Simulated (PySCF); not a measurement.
C5H11OPS.
Z-matrix (Å and degrees, PBE0-D3(BJ)/def2-SVP geometry), rows numbered from 1:
```
C 
O   1  1.4000
C   2  1.3947  1  113.59
C   3  1.5226  2  109.32  1  -168.41
C   4  1.5293  3  108.13  2   -82.06
C   5  1.5273  4  106.43  3   -51.62
P   6  1.8432  5  104.93  4    40.86
S   7  1.9431  3  119.87  2  -125.24
H   1  1.1070  2  111.40  3    63.72
H   1  1.0980  2  107.74  3  -176.69
H   1  1.1070  2  112.24  3   -57.01
H   3  1.1061  2  111.91  1   -42.63
H   4  1.1003  3  109.32  2    41.33
H   4  1.1023  3  108.80  2   158.87
H   5  1.1025  4  109.20  3    67.37
H   5  1.1008  4  112.08  3  -174.00
H   6  1.1021  5  111.78  4   -73.11
H   6  1.0993  5  114.83  4   163.32
H   7  1.4279  3   99.70  2     3.47
```

Computed with PySCF at PBE0/pcSseg-1 and CAM-B3LYP/def2-SVPD, non-relativistic, on one gas-phase PBE0-D3(BJ)/def2-SVP geometry that isn't relaxed in the solvent. The solvent is an IEF-PCM continuum (van der Waals radii × 1.2). The model holds no explicit solvent molecules, cavitation or dispersion.

Gas phase at PBE0/pcSseg-1: HOMO -6.36 eV, LUMO 0.48 eV, dipole 3.90 D.

Question: What does the continuum do to the energy, the frontier levels and the dipole at PBE0/pcSseg-1 in acetonitrile and dimethylsulfoxide?

Answer: 
```json
{"solvent": "acetonitrile", "ε": "35.69", "E(solvent) − E(gas) (kJ/mol)": "-37.32", "polarisation term (kJ/mol)": "-46.25", "distortion of the solute (kJ/mol)": "8.93", "HOMO (eV)": "-6.64", "LUMO (eV)": "0.67", "dipole (D)": "5.48"}
{"solvent": "dimethylsulfoxide", "ε": "46.83", "E(solvent) − E(gas) (kJ/mol)": "-37.73", "polarisation term (kJ/mol)": "-46.86", "distortion of the solute (kJ/mol)": "9.13", "HOMO (eV)": "-6.65", "LUMO (eV)": "0.67", "dipole (D)": "5.50"}
```

Polarisation term: ½ Σ q·V over the induced surface charges. Distortion: the rise of the solute's own energy as its density leaves the gas-phase optimum. From acetonitrile to dimethylsulfoxide the lowering changes by a factor 1.01, Onsager's factor (ε − 1)/(2ε + 1) by 1.01 and ε itself by 1.3.

Question: Which radius a makes the point-dipole formula ΔE = −[(ε − 1)/(2ε + 1)]·μ²/a³ give the value in dimethylsulfoxide, with the gas-phase dipole?

Answer: μ = 1.534 au and |ΔE| = 0.01437 Eh give a = 2.27 Å; the farthest nucleus lies 3.48 Å from the centroid of the nuclei, so such a sphere wouldn't even hold the nuclei. The formula assumes a rigid point dipole at the centre of a sphere.

Question: Which Hirshfeld charges (PBE0/pcSseg-1) respond most in acetonitrile (means over atoms taken as equivalent)?

Answer: 
```tsv
atoms	environment	gas (e)	solvent (e)	change
S8	sulfur bonded to P	-0.343	-0.437	-0.094
H19	P–H hydrogen	-0.002	+0.017	+0.019
P7	phosphorus bonded to 2 C, S and H	+0.296	+0.312	+0.016
H18	methylene hydrogen	+0.053	+0.062	+0.009
O2	ether oxygen	-0.129	-0.137	-0.008
C6	sp3 carbon bound to phosphorus	-0.107	-0.099	+0.008
```

Gas phase at CAM-B3LYP/def2-SVPD: HOMO -7.64 eV, LUMO 0.99 eV, dipole 4.00 D.

Question: What does the continuum do to the energy, the frontier levels and the dipole at CAM-B3LYP/def2-SVPD in acetonitrile?

Answer: 
```json
{"solvent": "acetonitrile", "ε": "35.69", "E(solvent) − E(gas) (kJ/mol)": "-39.16", "polarisation term (kJ/mol)": "-48.60", "distortion of the solute (kJ/mol)": "9.44", "HOMO (eV)": "-7.94", "LUMO (eV)": "1.20", "dipole (D)": "5.60"}
```

The atom shares or the degeneracy of the LUMO differ from the gas phase in acetonitrile, so that column needn't follow one orbital.

Question: How does the static polarisability (CAM-B3LYP/def2-SVPD, frozen core, with the continuum's full static response) change?

Answer: 
```tsv
medium	isotropic (au)	principal values (au)	⟨r²⟩ of the electrons (bohr²)
gas	109.2	92.0, 109.4, 126.0	1451.6
acetonitrile	155.0	137.5, 150.1, 177.6	1453.3
```

The isotropic value in acetonitrile is 1.42 times the gas-phase one; no cavity-field correction is applied. ⟨r²⟩ is taken about the centre of nuclear charge.

The run took 48 s on an Intel Xeon Platinum 8259CL at 2.50 GHz with one thread, no GPU, shared host, and the process peaked at 1.2 GiB of memory. This is the whole shielding run at PBE0/pcSseg-1 in dimethylsulfoxide, SCF included.
